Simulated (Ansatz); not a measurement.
Reaction (hydrogenolysis of a C–C bond): `C=C/C=[N]\[InH2]` + H₂ → `C=[N][InH2]` + ethylene

Program: Ansatz. Geometries: PBE0-D4/def2-TZVP. ΔE: electronic, gas phase. CCSD(T)/CBS adds triple-zeta CCSD(T) − MP2 to the extrapolated MP2 energy (def2 sets, frozen cores). This one scheme is used for every species. DFT in def2-TZVPP. Elements past krypton have def2 core potentials. For In outer-core shells are correlated without core-valence functions, which leaves a few kJ/mol of doubt a bond. Each species was taken in one conformer, which may not be the lowest.

```csv
level,ΔE (kJ/mol)
PBE-D4,10.6
PBE0-D4,1.8
HF/CBS(def2),-32.7
MP2/CBS(def2),5.9
```

Question: What does CCSD(T)/CBS give? (Estimate.)

Answer: Ansatz gave: -2.3 kJ/mol. The listed levels differ from it by 12.9, 4.1, -30.4, 8.2 kJ/mol.

Question: What do rigid-rotor, harmonic-oscillator terms from PBE0-D4/def2-TZVP frequencies (298.15 K, 1 bar) make of the CCSD(T)/CBS value? (Best estimate.)

Answer: Computed: ΔZPE = +17.4 kJ/mol, ΔH = +11.8 kJ/mol, ΔS = 37 J/(mol·K), ΔG = +0.8 kJ/mol.

Largest T1 diagnostic among the species: 0.017.

From r2SCAN to r2SCAN0 (25 % exact exchange), in def2-TZVPP and without D4, ΔE moves by −8.0 kJ/mol. The D4 term adds +10.0 kJ/mol with B3LYP and +5.6 kJ/mol with PBE0; it sums over pairs of atoms, weighted by their polarisabilities, and B3LYP, whose exchange is more repulsive, gets the larger term. In def2-TZVPP, CCSD(T) changes the Hartree–Fock value by +28.9 kJ/mol (the triples alone add +7.6 kJ/mol) and MP2 by +37.1 kJ/mol.

CCSD(T)/CBS has its own doubt, a few kJ/mol and more with outer-core shells, so smaller differences from it don't rank the levels.

B3LYP here is the variant with VWN-RPA as its local correlation; programs differ in this.
